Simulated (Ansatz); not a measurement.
```yaml
crystal:
  periodic: [false, false, false]
  atoms:
    - {symbol: N, position_ang: [-0.965205, 0.394779, -1.042654]}
    - {symbol: In, position_ang: [1.252324, 0.340969, -1.030197]}
    - {symbol: N, position_ang: [0.965225, -0.394296, 1.042821]}
    - {symbol: In, position_ang: [-1.252314, -0.341016, 1.030173]}
    - {symbol: H, position_ang: [-1.379668, -0.206317, -1.745452]}
    - {symbol: H, position_ang: [-1.345936, 1.320854, -1.198955]}
    - {symbol: H, position_ang: [1.832499, 1.959005, -0.955042]}
    - {symbol: H, position_ang: [1.766560, -0.979629, -2.005923]}
    - {symbol: H, position_ang: [1.379731, 0.206726, 1.745643]}
    - {symbol: H, position_ang: [1.345913, -1.320411, 1.199053]}
    - {symbol: H, position_ang: [-1.831612, -1.959372, 0.954067]}
    - {symbol: H, position_ang: [-1.767517, 0.978728, 2.006457]}
basis:
  gaussian: {orbitals: def2-SVP, fitting: {mean_field: cc-pVTZ-jkfit}}
total_charge: -1
magnetization: {spin_polarized: true, initial_magnetization: 1}
hamiltonian: {xc: {name: B2GP-PLYP}, pseudopotentials: {relativity: none}}
```

```sh
$ ansatz run in.yaml --threads 4 --pin off --events-out ev --progress --plain --max-ram 11315MiB
```

Task: How does Ansatz answer? (An estimate is asked.)

Result: The calculation gave: The program refused the input.
```
Functional definition: B2GP-PLYP
  name "B2GP-PLYP"
  cite "Karton, Tarnopolsky, Lamère, Schatz & Martin, J. Phys. Chem. A 112, 12868 (2008) doi:10.1021/jp801805p"
  cite "Becke, Phys. Rev. A 38, 3098 (1988) doi:10.1103/PhysRevA.38.3098"
  cite "Lee, Yang & Parr, Phys. Rev. B 37, 785 (1988) doi:10.1103/PhysRevB.37.785"
  parameter a = 0.65
  parameter c = 0.36
  exchange = (1 - a)*b88_x + a*exact_x
  correlation = (1 - c)*lyp_c + c*(mp2_os + mp2_ss)
Error: <dir> the basis set cc-pVTZ-JKFIT has no functions for In
```
